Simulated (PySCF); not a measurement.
**Gallium: a sound run and one with changed settings**

Sound run: Ga [Ar] 3d10 4s2 4p1, Ga⁺ [Ar] 3d10 4s2. Computed with PySCF 2.14 in cc-pVDZ-DK (5s4p2d, 27 functions), with the spin-free X2C one-electron Hamiltonian (Gaussian nucleus). In the sound run the correlated levels freeze [Ar] 3d10. The sound run starts from symmetry-adapted Hartree-Fock orbitals and uses a fine grid where one is needed.

Changed run: no relativity, point nucleus. This setting is unsound on purpose.

```tsv
species	method	sound run (hartree)	changed run (hartree)	converged
Ga	UHF	-1942.08407	-1913.21360	yes
Ga	PBE0	-1943.48101	-1914.61080	yes
Ga	r2SCAN	-1943.70960	-1914.83907	yes
Ga	MP2	-1942.11277	-1913.24255	yes
Ga	CCSD(T)	-1942.12752	-1913.25781	yes
Ga⁺	UHF	-1941.88168	-1913.00974	yes
Ga⁺	PBE0	-1943.26130	-1914.38981	yes
Ga⁺	r2SCAN	-1943.48510	-1914.61324	yes
Ga⁺	MP2	-1941.90512	-1913.03350	yes
Ga⁺	CCSD(T)	-1941.91730	-1913.04623	yes
```

Ionisation energy of Ga:

```json
{"method": "UHF", "sound run (eV)": "5.507", "changed run (eV)": "5.548"}
{"method": "PBE0", "sound run (eV)": "5.979", "changed run (eV)": "6.014"}
{"method": "r2SCAN", "sound run (eV)": "6.109", "changed run (eV)": "6.145"}
{"method": "MP2", "sound run (eV)": "5.650", "changed run (eV)": "5.689"}
{"method": "SCS-MP2", "sound run (eV)": "5.629", "changed run (eV)": "5.667"}
{"method": "CCSD", "sound run (eV)": "5.708", "changed run (eV)": "5.744"}
{"method": "CCSD(T)", "sound run (eV)": "5.720", "changed run (eV)": "5.757"}
```

Most of the change in total energy is the relativistic energy itself. On top of that the contraction fixes the core shape for the Hamiltonian it was made with, so the changed run is not a good calculation with the other Hamiltonian either.

For comparison, NIST gives 5.999 eV between the lowest levels.
